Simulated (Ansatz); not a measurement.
CH₉AlSSi₂ (`[SiH3][CH2][AlH][S][SiH3]`), relaxed with RKS PBE-D4/def2-SVP in Ansatz 0.2.0 from a rough embedded geometry. The force threshold is 0.03 eV/Å; the program also tests the step.

Charge 0, multiplicity 1.

Start:

```xyz
14

Si   -1.708   -1.243   -0.212
C    -0.100   -1.637    0.507
Al    0.621   -0.031    1.392
S     2.602    0.957    0.540
Si    1.431    2.023   -0.914
H    -1.635   -0.116   -1.195
H    -2.651   -0.781    0.861
H    -2.298   -2.380   -0.896
H    -0.192   -2.426    1.283
H     0.591   -1.948   -0.288
H    -0.147    0.686    2.605
H     0.747    1.117   -1.783
H     0.401    2.919   -0.231
H     2.338    2.860   -1.667
```

```
step  energy (eV)  largest force (eV/Å)  largest move (Å)
   1  -34342.8674                 1.581             0.000
   2  -34343.1512                 0.604             0.112
   3  -34343.1931                 0.135             0.103
   4  -34343.2017                 0.097             0.079
   5  -34343.2103                 0.137             0.195
   6  -34343.2171                 0.165             0.145
   7  -34343.2296                 0.235             0.197
   8  -34343.2530                 0.310             0.199
   9  -34343.2826                 0.309             0.195
  10  -34343.3099                 0.435             0.194
  11  -34343.3356                 0.441             0.193
  12  -34343.3838                 0.146             0.200
  13  -34343.4032                 0.071             0.200
  14  -34343.4048                 0.159             0.200
  15  -34343.4111                 0.080             0.052
  16  -34343.4120                 0.068             0.033
  17  -34343.4128                 0.015             0.035
```

End:

```xyz
14

Si   -1.770   -0.965   -0.178
C    -0.050   -1.431    0.455
Al    0.714   -0.130    1.706
S     1.539    1.815    1.075
Si    1.297    1.853   -1.076
H    -1.690    0.274   -1.029
H    -2.691   -0.667    0.979
H    -2.398   -2.061   -1.000
H    -0.117   -2.411    0.977
H     0.613   -1.564   -0.427
H     0.772   -0.358    3.282
H     1.379    0.477   -1.678
H    -0.015    2.477   -1.461
H     2.417    2.691   -1.624
```

It took 38 s on 4 threads of a server CPU on a shared host, with 0.19 GiB of host memory at the peak.
